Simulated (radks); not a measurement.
Task: The mean radii <r> (bohr) of the occupied orbitals of an atom or ion are listed with their occupations. Calculated with a radial shooting solver on a logarithmic mesh with Libxc functionals: Dirac Kohn-Sham, OLYP, spin-unpolarised, spherical densities, point nucleus.

| orbital | occ. | <r> |
|---|---|---|
| 1s1/2 | 2 | 0.02074 |
| 2s1/2 | 2 | 0.08752 |
| 2p1/2 | 2 | 0.07290 |
| 2p3/2 | 4 | 0.08006 |
| 3s1/2 | 2 | 0.2294 |
| 3p1/2 | 2 | 0.2191 |
| 3p3/2 | 4 | 0.2326 |
| 3d3/2 | 4 | 0.2052 |
| 3d5/2 | 6 | 0.2094 |
| 4s1/2 | 2 | 0.5186 |
| 4p1/2 | 2 | 0.5283 |
| 4p3/2 | 4 | 0.5593 |
| 4d3/2 | 4 | 0.5896 |
| 4d5/2 | 6 | 0.6007 |
| 5s1/2 | 2 | 1.276 |
| 5p1/2 | 2 | 1.438 |
| 5p3/2 | 4 | 1.545 |
| 4f5/2 | 4.71429 | 0.8323 |
| 4f7/2 | 6.28571 | 0.8521 |
| 6s1/2 | 1 | 3.746 |

Name the element and its charge. Open shells, if any, are shared by 2j + 1.

Result: Z = 67, holmium, charge +1: Ho+ in [Xe] 4f11 6s1. The 1s radius gives Z: for a bare nucleus <r> = (2 gamma + 1)/(2Z) with gamma = sqrt(1 - (Z/c)^2), 0.02048 bohr for Z = 67, and screening makes it slightly larger (0.02074 here). The occupations add up to 66, and the charge is Z minus that.
